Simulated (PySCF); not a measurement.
## Spinor energies of F⁷⁺ (fluorine, charge +7)

Start: 1s2. Calculated with PySCF 2.14 in an even-tempered Gaussian basis (17 s from 0.27 bohr⁻², ratio 2.6; 10 p from 0.35 bohr⁻², ratio 2.6; 7 d from 0.36 bohr⁻², ratio 2.8; 3 f from 20 bohr⁻², ratio 2.8): generalised Hartree-Fock with the X2C-1e Hamiltonian and a Gaussian nucleus; spin-orbit coupling (SO) screened by Boettger's factors.

| spinor shell | electrons | ε, screened SO (eV) | weight of nominal j (screened SO) | rms radius, screened SO (bohr) |
| --- | --- | --- | --- | --- |
| 1s1/2 | 2 | -954.38 | 1.000 | 0.201 |

```tsv
quantity	screened SO
E (hartree)	-75.56052
M_J	0
⟨J²⟩	0.000
⟨L²⟩	0.000
⟨S²⟩	0.000
```
